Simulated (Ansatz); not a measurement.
A nudged elastic band was laid between two geometries of CH4F2OSi (9 atoms, charge 0, multiplicity 1).

Method: RKS PBE0/6-31G (Ansatz 0.2.0).

| Item | Value |
| --- | --- |
| movable images | 5 |
| climbing image | yes |
| spring | 5.0 eV/Å² |
| optimiser | quadratic models (default) |
| start path | IDPP |
| force threshold | 0.03 eV/Å |
| iteration limit | 60 |
| end points | relaxed |

Image 0:

```xyz
9
Properties=species:S:1:pos:R:3
O -1.809 0.374 0.588
Si -0.582 -0.568 -0.163
C 1.055 0.458 -0.292
F 1.534 0.717 1.014
F 2.009 -0.350 -0.951
H -1.831 0.568 1.535
H -1.076 -0.856 -1.541
H -0.220 -1.804 0.607
H 1.010 1.415 -0.816
```

Image 6:

```xyz
9
Properties=species:S:1:pos:R:3
O -1.909 0.424 -0.092
Si -0.533 -0.596 0.046
C 1.127 0.396 -0.116
F 2.161 -0.554 0.079
F 1.258 0.917 -1.416
H -2.265 0.976 0.617
H -0.585 -1.541 -1.103
H -0.468 -1.284 1.383
H 1.302 1.216 0.584
```

Problem. What changes between the two ends?

Solution. No bond is made or broken. The dihedral H7–Si2–C3–H9 goes from 59 to 174°.

Problem. Give the energies along the band, and the barrier.

Solution. It converged. The highest image is number 4 of 0 to 6, 0.110 eV above the first end and 0.040 eV above the last; the last end lies 0.070 eV above the first. A vibrational analysis at the climbing image gives one clearly imaginary mode, 67i cm⁻¹: a first-order saddle point. Limits of this set-up: no polarisation functions.

```tsv
image	path coordinate (Å)	energy (eV)	dihedral H7–Si2–C3–H9 (°)
0	0.00	0.000	59
1	0.51	0.016	75
2	1.03	0.056	92
3	1.54	0.095	108
4	2.05	0.110	125
5	2.78	0.090	150
6	3.51	0.070	174
```

Problem. What is the geometry of the highest image?

Solution. 
```xyz
9
Properties=species:S:1:pos:R:3
O -1.864 0.501 0.020
Si -0.538 -0.597 -0.046
C 1.124 0.416 -0.141
F 2.027 -0.079 0.826
F 1.719 0.229 -1.406
H -2.258 0.832 0.837
H -0.683 -1.378 -1.308
H -0.461 -1.461 1.183
H 1.024 1.493 0.018
```

Problem. What are the harmonic wavenumbers there?

Solution. 67i, 152, 205, 238, 317, 498, 563, 668, 705, 735, 843, 894, 943, 1052, 1072, 1310, 1349, 2192, 2262, 3131, 3843 cm⁻¹.

The band took 6 iterations and of the order of 90 core-seconds.

Time of the run: 92 s on 1 thread of Arm Neoverse V1, on a shared host, peak memory 0.13 GiB.
